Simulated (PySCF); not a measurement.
PySCF input:

```python
from pyscf import gto, scf, dft

mol = gto.M(
    atom='''
    Sb    0.00108767    0.04563180    0.00046138
    H    -1.24162337   -1.13465111   -0.01431337
    H     1.18615228   -1.19257051   -0.00921681
    ''',
    basis='def2-tzvpd',
    ecp='def2-tzvp',
    charge=1,
    spin=0,
    verbose=4,
)

mf = dft.RKS(mol, xc='bp86').density_fit(auxbasis='def2-universal-jkfit')
mf.grids.level = 3
mf.conv_tol = 1e-9
mf.max_cycle = 100
mf.max_memory = 1500
mf.kernel()
if not mf.converged:
    mf = mf.newton()
    mf.kernel(mf.make_rdm1())
mf.analyze()
```

Task: Which total energy does the run end on?

Result: -241.22441 Eh (BP86/def2-TZVPD).
